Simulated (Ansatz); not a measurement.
SiN₂H₁₀O, singlet: a saddle search.

Input (in.yaml):

```yaml
crystal:
  periodic: [false, false, false]
  atoms:
    - {symbol: Si, position_ang: [1.485362, 0.904897, 0.643056]}
    - {symbol: N, position_ang: [1.148010, -0.716023, 1.186348]}
    - {symbol: H, position_ang: [1.567998, 0.867475, -0.837414]}
    - {symbol: H, position_ang: [0.382492, 1.769117, 1.116914]}
    - {symbol: H, position_ang: [2.777347, 1.454729, 1.152109]}
    - {symbol: H, position_ang: [-1.570246, 0.576370, -1.191086]}
    - {symbol: O, position_ang: [-1.559378, 1.528101, -1.422443]}
    - {symbol: H, position_ang: [-0.694545, -1.214658, 0.080716]}
    - {symbol: N, position_ang: [-1.514729, -1.196248, -0.524785]}
    - {symbol: H, position_ang: [1.820799, -1.426691, 0.934112]}
    - {symbol: H, position_ang: [0.921050, -0.817846, 2.165893]}
    - {symbol: H, position_ang: [-0.980922, 1.593020, -2.184039]}
    - {symbol: H, position_ang: [-1.449934, -1.972900, -1.170487]}
    - {symbol: H, position_ang: [-2.333205, -1.349341, 0.051206]}
basis:
  gaussian: {orbitals: def2-SVP}
hamiltonian: {xc: pbe0, dispersion: d4}
saddle:
  max_steps: 30
  mode_guess:
    - [-0.1317, 0.0703, -0.1603]
    - [-0.1892, -0.0509, -0.0890]
    - [0.1197, -0.0452, -0.0064]
    - [-0.0465, -0.0211, 0.0193]
    - [-0.0575, -0.0672, 0.0095]
    - [-0.3118, -0.6882, 0.2052]
    - [0.1746, 0.0803, 0.0367]
    - [0.2503, 0.1090, 0.1076]
    - [0.0886, 0.1092, 0.0278]
    - [-0.1312, 0.0023, -0.0787]
    - [-0.0238, 0.0738, -0.0473]
    - [0.1261, 0.1651, 0.0196]
    - [0.0856, 0.1449, -0.0230]
    - [0.0467, 0.1176, -0.0211]
```

Command:

```bash
ansatz run in.yaml --threads 8 --pin off --events-out ev --progress --plain --max-ram 19148MiB
```

What Ansatz 0.2.0 printed:

```
Functional definition: PBE0
  name "PBE0"
  cite "Adamo & Barone, J. Chem. Phys. 110, 6158 (1999) doi:10.1063/1.478522"
  cite "Perdew, Burke & Ernzerhof, Phys. Rev. Lett. 77, 3865 (1996) doi:10.1103/PhysRevLett.77.3865"
  parent pbe
  parameter a = 0.25
  parameter kappa = 0.804
  parameter beta = 0.06672455060314922
  exchange = (1 - a)*pbe_x(kappa = kappa, mu = beta*pi^2/3) + a*exact_x
  correlation = pbe_c(beta = beta)
1178 factors; integrals over basis functions are off by at most 5.8e-4 eV
mean field evaluation 1: about -13041.7894 eV, gradient 7.6e1 eV
mean field evaluation 2: about -13033.9592 eV, gradient 9.6e1 eV
mean field evaluation 4: about -13052.5858 eV, gradient 3.8e0 eV
mean field evaluation 8: about -13052.6340 eV, gradient 5.4e-2 eV
mean field -13052.63397666 eV, -479.6754512492 hartree, gradient 2.5e-5 eV, S^2 0.000000; 0 other end points of the search recorded, 0 dependent functions left out
the calculation of the forces begins
reference -13052.63400791 eV, -479.6754523976 hartree; 23, 23 occupied and 87, 87 virtual orbitals, 1178 factors
these checks for a lower state are left out or cut short: stability, starts, cluster_reference, orbital_swaps, neighbouring_geometries, increment
1178 factors; integrals over basis functions are off by at most 5.8e-4 eV
mean field evaluation 16: about -13052.6141 eV, gradient 5.5e-1 eV
mean field -13052.63414964 eV, -479.6754576060 hartree, gradient 1.2e-6 eV, S^2 0.000000; 0 other end points of the search recorded, 0 dependent functions left out
the calculation of the forces begins
reference -13052.63418088 eV, -479.6754587542 hartree; 23, 23 occupied and 87, 87 virtual orbitals, 1178 factors
these checks for a lower state are left out or cut short: stability, starts, cluster_reference, orbital_swaps, neighbouring_geometries, increment
1178 factors; integrals over basis functions are off by at most 5.8e-4 eV
mean field -13052.63396218 eV, -479.6754507171 hartree, gradient 2.1e-6 eV, S^2 0.000000; 0 other end points of the search recorded, 0 dependent functions left out
the calculation of the forces begins
reference -13052.63399345 eV, -479.6754518662 hartree; 23, 23 occupied and 87, 87 virtual orbitals, 1178 factors
these checks for a lower state are left out or cut short: stability, starts, cluster_reference, orbital_swaps, neighbouring_geometries, increment
1178 factors; integrals over basis functions are off by at most 5.8e-4 eV
mean field evaluation 32: about -13052.6377 eV, gradient 1.4e-6 eV
mean field -13052.63774384 eV, -479.6755896904 hartree, gradient 1.4e-6 eV, S^2 0.000000; 0 other end points of the search recorded, 0 dependent functions left out
the calculation of the forces begins
reference -13052.63777512 eV, -479.6755908400 hartree; 23, 23 occupied and 87, 87 virtual orbitals, 1178 factors
[...]
saddle step  22: F+E_penalty+E_count = -13052.35266852 eV  max|allowed force component| = 1.692e-1 eV/Å  curvature = -0.0475 eV/Å²  mode residual = 6.42e-1 eV/Å²  Δτ_max = 0.0498 Å  (1 rotations, 4 force calls, 60 SCF iters)  cluster: 3 rotations left out, max|force component along them| = 1.272e-7 eV/Å
saddle step  23: F+E_penalty+E_count = -13052.33437541 eV  max|allowed force component| = 2.377e-1 eV/Å  curvature = -0.0087 eV/Å²  mode residual = 6.40e-1 eV/Å²  Δτ_max = 0.0592 Å  (1 rotations, 4 force calls, 60 SCF iters)  cluster: 3 rotations left out, max|force component along them| = 1.271e-7 eV/Å
saddle step  24: F+E_penalty+E_count = -13052.31822884 eV  max|allowed force component| = 1.674e-1 eV/Å  curvature = -0.0682 eV/Å²  mode residual = 6.40e-1 eV/Å²  Δτ_max = 0.0498 Å  (1 rotations, 3 force calls, 51 SCF iters)  cluster: 3 rotations left out, max|force component along them| = 7.749e-8 eV/Å
saddle step  25: F+E_penalty+E_count = -13052.28426687 eV  max|allowed force component| = 2.224e-1 eV/Å  curvature = -0.0145 eV/Å²  mode residual = 6.20e-1 eV/Å²  Δτ_max = 0.0972 Å  (1 rotations, 4 force calls, 64 SCF iters)  cluster: 3 rotations left out, max|force component along them| = 8.087e-8 eV/Å
saddle step  26: F+E_penalty+E_count = -13052.26988118 eV  max|allowed force component| = 1.420e-1 eV/Å  curvature = -0.0687 eV/Å²  mode residual = 6.07e-1 eV/Å²  Δτ_max = 0.0459 Å  (1 rotations, 3 force calls, 51 SCF iters)  cluster: 3 rotations left out, max|force component along them| = 8.022e-8 eV/Å
saddle step  27: F+E_penalty+E_count = -13052.25650835 eV  max|allowed force component| = 1.199e-1 eV/Å  curvature = -0.0505 eV/Å²  mode residual = 5.83e-1 eV/Å²  Δτ_max = 0.0470 Å  (1 rotations, 3 force calls, 52 SCF iters)  cluster: 3 rotations left out, max|force component along them| = 7.905e-8 eV/Å
saddle step  28: F+E_penalty+E_count = -13052.19148993 eV  max|allowed force component| = 3.707e-1 eV/Å  curvature = +0.0249 eV/Å²  mode residual = 6.80e-1 eV/Å²  Δτ_max = 0.2000 Å  (1 rotations, 4 force calls, 63 SCF iters)  cluster: 3 rotations left out, max|force component along them| = 9.221e-8 eV/Å
saddle step  29: F+E_penalty+E_count = -13052.18547217 eV  max|allowed force component| = 9.245e-2 eV/Å  curvature = -0.0415 eV/Å²  mode residual = 5.70e-1 eV/Å²  Δτ_max = 0.0482 Å  (1 rotations, 4 force calls, 63 SCF iters)  cluster: 3 rotations left out, max|force component along them| = 8.511e-8 eV/Å
saddle step  30: F+E_penalty+E_count = -13052.17529346 eV  max|allowed force component| = 9.669e-2 eV/Å  curvature = -0.0432 eV/Å²  mode residual = 5.65e-1 eV/Å²  Δτ_max = 0.0412 Å  (1 rotations, 4 force calls, 64 SCF iters)  cluster: 3 rotations left out, max|force component along them| = 8.795e-8 eV/Å
Error: the saddle search did not converge after 30 steps: max|allowed force component| = 9.67e-2 eV/Å (threshold 5.0e-2). At the last step the curvature along the mode is -0.043 eV/Å² (extrapolated from the last rotation, not read by a force call), not resolved as negative, so the search is still climbing. That curvature's residual is 5.65e-1 eV/Å². Where the curvature misses the negative of `saddle.curvature_tol` by less than that, a larger `saddle.rotation.max_rotations` or a tighter `saddle.rotation.residual_tol` may find a negative one. To go on, start nearer the saddle, give a better `saddle.mode_guess`, or set a larger `saddle.max_steps` (a set value also replaces the default of 250 for a search that goes on from a second negative curvature), or search again from the last step's geometry and mode. From 26 of its steps before the last this search moved with no negative curvature along its mode to follow. A search started from a geometry of this one does not count those moves and, where it converges, warns only of its own. With `saddle.order_check` unset, a search from the last step can check the order less strictly than this one. `saddle.order_check: true` asks for the full check and warns where it cannot tell. Where this run's directory can be resumed (`checkpoint.write`), a resume goes on for up to `saddle.max_steps` more
F+E_penalty+E_count at the last step = -13052.17529346 eV
to start another search from the last step: its geometry and its mode (saddle.mode_guess, Cartesian), with saddle.order_check: true (the message says why):
  atoms:
    - { symbol: Si, position_ang: [2.01876609, 0.93185220, 1.17399602] }
    - { symbol: N, position_ang: [2.14207227, -0.68305010, 1.79515868] }
    - { symbol: H, position_ang: [1.60931308, 0.92794557, -0.26529375] }
    - { symbol: H, position_ang: [0.95932366, 1.61065124, 1.97839723] }
    - { symbol: H, position_ang: [3.27738390, 1.74761583, 1.26132458] }
    - { symbol: H, position_ang: [-1.85693782, 1.43991130, -1.81661194] }
    - { symbol: O, position_ang: [-2.01453215, 2.15667852, -2.44339396] }
    - { symbol: H, position_ang: [-1.45947213, -1.82498870, -0.21968757] }
    - { symbol: N, position_ang: [-2.26790678, -1.67139240, -0.82314663] }
    - { symbol: H, position_ang: [2.91789430, -1.28724277, 1.54893218] }
    - { symbol: H, position_ang: [1.83250812, -0.86406647, 2.74227328] }
    - { symbol: H, position_ang: [-1.77215226, 1.76697746, -3.28985876] }
    - { symbol: H, position_ang: [-2.30656343, -2.49052437, -1.43070159] }
    - { symbol: H, position_ang: [-3.07959785, -1.76036530, -0.21128777] }
  mode_guess:
    - [-0.09930066, -0.01054209, -0.08197089]
    - [-0.24766356, -0.04690027, -0.13383774]
    - [0.05506357, -0.00715278, -0.11908005]
    - [-0.10526334, 0.02154524, -0.11936358]
    - [-0.06681745, -0.08170356, 0.04461594]
    - [-0.14392451, -0.47183253, 0.05658073]
    - [0.07989514, -0.23473911, 0.26417955]
    - [0.17067640, 0.18916162, 0.04874637]
    - [0.17972195, 0.21817959, 0.04345388]
    - [-0.23847118, -0.03084609, -0.15391269]
    - [-0.09003898, 0.04541901, -0.06561616]
    - [0.15089649, -0.02993811, 0.19217547]
    - [0.18690623, 0.24986270, -0.00030390]
    - [0.16831992, 0.18948637, 0.02433307]
  order_check: true


[the SCF lines of later steps are left out]
```

The run took 65 s on 8 CPU threads of an Arm Neoverse V1 (shared host), with 0.61 GiB of host memory at its peak.


The run did not converge within its limit. The search was started at a minimum, where no curvature is negative.